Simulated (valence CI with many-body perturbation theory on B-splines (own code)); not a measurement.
# E1 transitions of Tc3+

Calculated by relativistic CI+MBPT: four valence electrons over a frozen Dirac-Fock core [Kr], a basis of 7 s, 7 p, 8 d, 6 f, 4 g, 1 h functions for each j, with the one-electron correlation potential Σ1, the two-electron term Σ2, the three-electron term Σ3, Breit, model QED; selected CI, second order for the rest, scaled by the run's own slope (own B-spline code, finite nucleus).

No measured levels were compared; by estimate terms of the open shell hold to 2 to 4 % of their energy, and close levels can change places; different configurations can be misplaced against each other by 1,000 to 8,000 cm⁻¹. Among the levels kept, up to 420 cm⁻¹ of a level comes from second order outside the variational space, and about a tenth of that is noise between levels of different J, which matters for small intervals.

Lines 101 to 150 of 558 in falling wavelength, among levels below 204079 cm⁻¹, chosen from the strongest by gf and those to the six lowest levels. Wavelengths and rates use the calculated energies, so an error of 2000 cm⁻¹ moves a line at 184.1 nm by 3.7 % and its rate by three times that or more. Electric multipoles are in the length gauge, E1 and E2 with the static RPA response of the core. Weak lines are less certain than strong ones. Lines between different terms over intervals too small for the method are left out, as are lines whose strength nearly cancels. Where a level lies close to another of its J and parity, the split of strength between their lines is uncertain.

Names give the largest LS component (configuration and term), which can be under half, so a name can repeat, a term be missing and a line seem to break the LS rules; names also repeat where a configuration has a term twice. Letters in brackets count levels of one name in rising energy.

| λ vac (nm) | Upper | Lower | A (s⁻¹) | S (a.u.) with core polarisation | S without |
| --- | --- | --- | --- | --- | --- |
| 184.1 | 4d3 5p 3D°_2 [c] | 4d3 5s 3P_1 [a] | 2.10e+08 | 3.23e+00 | 3.72e+00 |
| 184.0 | 4d3 5p 5D°_4 [a] | 4d3 5s 5F_5 | 5.17e+08 | 1.43e+01 | 1.66e+01 |
| 183.9 | 4d3 5p 1G°_4 [d] | 4d3 5s 1F_3 | 3.79e+08 | 1.05e+01 | 1.19e+01 |
| 183.9 | 4d3 5p 3F°_4 [b] | 4d3 5s 3D_3 [a] | 4.82e+08 | 1.33e+01 | 1.53e+01 |
| 183.7 | 4d3 5p 5G°_6 | 4d3 5s 5F_5 | 5.96e+08 | 2.37e+01 | 2.74e+01 |
| 183.6 | 4d3 5p 3D°_3 [d] | 4d3 5s 3P_2 [b] | 2.59e+08 | 5.54e+00 | 6.31e+00 |
| 183.4 | 4d3 5p 1F°_3 [c] | 4d3 5s 1F_3 | 4.63e+08 | 9.87e+00 | 1.13e+01 |
| 183.4 | 4d3 5p 3G°_3 [e] | 4d3 5s 3F_2 [b] | 3.71e+08 | 7.89e+00 | 9.08e+00 |
| 182.9 | 4d3 5p 3F°_3 [b] | 4d3 5s 3P_2 [a] | 3.64e+08 | 7.69e+00 | 8.84e+00 |
| 182.7 | 4d3 5p 3D°_1 [c] | 4d3 5s 3P_1 [b] | 2.36e+08 | 2.13e+00 | 2.46e+00 |
| 182.5 | 4d3 5p 3G°_5 [b] | 4d3 5s 3G_5 | 2.73e+08 | 9.01e+00 | 1.04e+01 |
| 182.5 | 4d3 5p 3P°_2 [c] | 4d3 5s 3P_2 [b] | 1.36e+08 | 2.04e+00 | 2.32e+00 |
| 182.1 | 4d3 5p 3D°_2 [d] | 4d3 5s 3P_1 [b] | 1.59e+08 | 2.36e+00 | 2.70e+00 |
| 182.1 | 4d3 5p 3I°_5 | 4d3 5s 3H_4 | 1.05e+08 | 3.45e+00 | 3.98e+00 |
| 181.8 | 4d3 5p 3G°_3 [e] | 4d3 5s 3F_4 [b] | 6.18e+07 | 1.28e+00 | 1.48e+00 |
| 181.7 | 4d3 5p 3D°_2 [e] | 4d3 5s 3P_1 [c] | 1.91e+08 | 2.82e+00 | 3.22e+00 |
| 181.5 | 4d3 5p 3G°_3 [c] | 4d3 5s 3G_4 | 1.07e+08 | 2.22e+00 | 2.56e+00 |
| 181.4 | 4d3 5p 3H°_4 [b] | 4d3 5s 3G_5 | 1.64e+08 | 4.35e+00 | 5.03e+00 |
| 181.4 | 4d3 5p 3D°_2 [e] | 4d3 5s 3D_2 [a] | 2.72e+08 | 4.01e+00 | 4.61e+00 |
| 181.3 | 4d3 5p 5P°_3 | 4d3 5s 5P_2 | 9.61e+07 | 1.98e+00 | 2.29e+00 |
| 181.0 | 4d3 5p 3I°_7 | 4d3 5s 3H_6 | 5.93e+08 | 2.60e+01 | 2.99e+01 |
| 180.9 | 4d3 5p 3G°_5 [b] | 4d3 5s 3G_4 | 6.87e+07 | 2.21e+00 | 2.55e+00 |
| 180.9 | 4d3 5p 3F°_3 [d] | 4d3 5s 3D_2 [b] | 5.15e+08 | 1.05e+01 | 1.21e+01 |
| 180.5 | 4d3 5p 3G°_3 [c] | 4d3 5s 3G_3 | 3.40e+08 | 6.90e+00 | 7.93e+00 |
| 180.1 | 4d3 5p 3F°_2 [e] | 4d3 5s 1D_2 [a] | 2.10e+08 | 3.03e+00 | 3.45e+00 |
| 179.9 | 4d3 5p 3H°_4 [b] | 4d3 5s 3G_4 | 1.15e+08 | 2.98e+00 | 3.43e+00 |
| 179.9 | 4d3 5p 1D°_2 [a] | 4d3 5s 1P_1 | 1.66e+08 | 2.39e+00 | 2.72e+00 |
| 179.0 | 4d3 5p 3G°_4 [d] | 4d3 5s 3F_3 [b] | 4.81e+08 | 1.22e+01 | 1.41e+01 |
| 178.9 | 4d3 5p 5F°_5 | 4d3 5s 5F_5 | 2.90e+08 | 9.02e+00 | 1.04e+01 |
| 178.9 | 4d3 5p 1D°_2 [c] | 4d3 5s 3D_1 | 2.04e+08 | 2.88e+00 | 3.32e+00 |
| 178.8 | 4d3 5p 3H°_4 [b] | 4d3 5s 3G_3 | 1.15e+08 | 2.93e+00 | 3.36e+00 |
| 178.8 | 4d3 5p 3D°_3 [e] | 4d3 5s 3F_2 [b] | 8.19e+07 | 1.62e+00 | 1.86e+00 |
| 178.7 | 4d3 5p 3F°_2 [c] | 4d3 5s 3G_3 | 2.80e+08 | 3.95e+00 | 4.56e+00 |
| 178.2 | 4d3 5p 1F°_3 [a] | 4d3 5s 3G_4 | 1.34e+08 | 2.63e+00 | 3.03e+00 |
| 178.1 | 4d3 5p 3D°_3 [e] | 4d3 5s 3F_3 [b] | 1.09e+08 | 2.13e+00 | 2.46e+00 |
| 178.0 | 4d3 5p 3G°_4 [c] | 4d3 5s 1G_4 | 6.31e+07 | 1.58e+00 | 1.81e+00 |
| 177.9 | 4d3 5p 3D°_3 [d] | 4d3 5s 3D_3 [a] | 1.48e+08 | 2.88e+00 | 3.31e+00 |
| 177.8 | 4d3 5p 3S°_1 [a] | 4d3 5s 3P_1 [a] | 3.38e+08 | 2.81e+00 | 3.23e+00 |
| 177.6 | 4d3 5p 1H°_5 [b] | 4d3 5s 3H_6 | 1.18e+08 | 3.59e+00 | 4.14e+00 |
| 177.6 | 4d3 5p 5D°_2 [b] | 4d3 5s 5P_1 | 3.29e+08 | 4.54e+00 | 5.24e+00 |
| 177.5 | 4d3 5p 3H°_5 [b] | 4d3 5s 3G_4 | 2.00e+08 | 6.07e+00 | 6.95e+00 |
| 177.5 | 4d3 5p 3G°_5 [c] | 4d3 5s 1G_4 | 7.67e+07 | 2.33e+00 | 2.64e+00 |
| 177.3 | 4d3 5p 3D°_3 [e] | 4d3 5s 3F_4 [b] | 2.71e+08 | 5.22e+00 | 6.02e+00 |
| 177.3 | 4d3 5p 1H°_5 [b] | 4d3 5s 3H_5 | 4.69e+07 | 1.42e+00 | 1.63e+00 |
| 177.2 | 4d3 5p 3D°_2 [d] | 4d3 5s 3P_2 [a] | 1.01e+08 | 1.38e+00 | 1.58e+00 |
| 177.2 | 4d3 5p 5D°_3 [b] | 4d3 5s 5P_2 | 4.79e+08 | 9.19e+00 | 1.06e+01 |
| 177.0 | 4d3 5p 5D°_1 [a] | 4d3 5s 5F_2 | 1.96e+08 | 1.61e+00 | 1.86e+00 |
| 176.9 | 4d3 5p 3G°_5 [d] | 4d3 5s 3F_4 [b] | 5.61e+08 | 1.69e+01 | 1.94e+01 |
| 176.8 | 4d3 5p 3P°_2 [c] | 4d3 5s 3D_3 [a] | 1.49e+08 | 2.03e+00 | 2.33e+00 |
| 176.7 | 4d3 5p 3H°_6 [b] | 4d3 5s 3G_5 | 3.12e+08 | 1.10e+01 | 1.26e+01 |
